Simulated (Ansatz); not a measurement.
```yaml
crystal:
  periodic: [false, false, false]
  atoms:
    - {symbol: F, position_ang: [-1.940320, 0.027310, 0.559620]}
    - {symbol: Sn, position_ang: [-0.320129, -0.028486, -0.476055]}
    - {symbol: S, position_ang: [1.406187, -0.837051, 0.948616]}
    - {symbol: H, position_ang: [-0.609935, -1.170169, -1.696910]}
    - {symbol: H, position_ang: [-0.071652, 1.590279, -0.927441]}
    - {symbol: H, position_ang: [1.577849, 0.354116, 1.545969]}
basis:
  gaussian: {orbitals: def2-TZVPP}
magnetization: {spin_polarized: true, initial_magnetization: 0}
hamiltonian: {xc: {name: HF}}
correlation: {method: ccsd_t, electrons: all}
charge: 1
```

```sh
$ ansatz run in.yaml --threads 2 --pin off --events-out ev --progress --plain --max-ram 22528MiB --backend cuda --devices 0, --max-vram 18GiB
```

(1) How does Ansatz answer? (Best estimate.)

Answers

(1) Computed: The input was rejected before any iteration.
```
Error: YAML parse error: error: line 15 column 1: unknown field `charge`, expected one of crystal, accuracy, basis, kpoints, hamiltonian, magnetization, projection, total_charge, correlation, batch, efield, external_charges, scf, relax, neb, saddle, md, ramp, phonons, dielectric, real_time, elastic, magnetic_configurations, gw, evaluate, workflow, output, checkpoint, execution
13 | hamiltonian: {xc: {name: HF}}
14 | correlation: {method: ccsd_t, electrons: all}
15 | charge: 1
```
